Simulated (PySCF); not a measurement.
Sn(H)2(SMe)2 (C₂H₈S₂Sn), SMILES C[S][SnH2][S]C.

The structure is a stationary point at B3LYP-D3(BJ)/def2-SVP. The def2 effective core potentials stand for the cores of Sn; spin–orbit coupling is left out. One conformer was computed; it need not be the lowest.

Two levels are set side by side: TDA-PBE/def2-SVPD (PySCF) and TDA-PBE0/def2-SVPD (PySCF). Vertical, same geometry. The lowest singlet is HOMO→LUMO 94 % with PBE and HOMO→LUMO 93 % with the other functional; states are paired by order. Differences are taken from unrounded values.

```csv
quantity,TDA-PBE0,TDA-PBE,TDA-PBE minus TDA-PBE0
lowest singlet excitation (eV),4.41,3.83,-0.59
lowest triplet excitation (TDA) (eV),3.98,3.50,-0.48
first bright state (f over 0.05) (eV),6.31,5.67,-0.64
its oscillator strength,0.09,0.07,-0.02
```

Functionals without exact exchange tend to place singlet excitations lower, as here. Differences between two approximate levels are no errors against the true value.

Rough cost on one machine, each run with all the roots and properties that it gave: TDA-PBE0 against TDA-PBE within a factor of 2.
